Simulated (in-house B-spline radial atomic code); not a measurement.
**Be⁺: [He] 3d1 (an excited or competing configuration)**

All numbers are computed (non-relativistic OLYP, spin-polarised, spherical fractional occupations; point nucleus) with a B-spline radial code for spherical atoms, not measured.

Effective charges: Z_r = [3n² - l(l+1)]/(2<r>) from the radius, Z_e = n√(-2ε) from the energy, and Slater's rules. Values are occupation-weighted means over spin.

```json
{"shell": "1s", "electrons": "2", "ε (eV)": "-126.46", "<r> (bohr)": "0.4171", "Z_r": "3.60", "Z_e": "3.05", "Slater": "3.70"}
{"shell": "3d", "electrons": "1", "ε (eV)": "-4.4066", "<r> (bohr)": "5.111", "Z_r": "2.05", "Z_e": "1.71", "Slater": "2.00"}
```

The least bound orbital is 3d up at -4.407 eV, and it is also the most diffuse (<r> = 5.111 bohr).
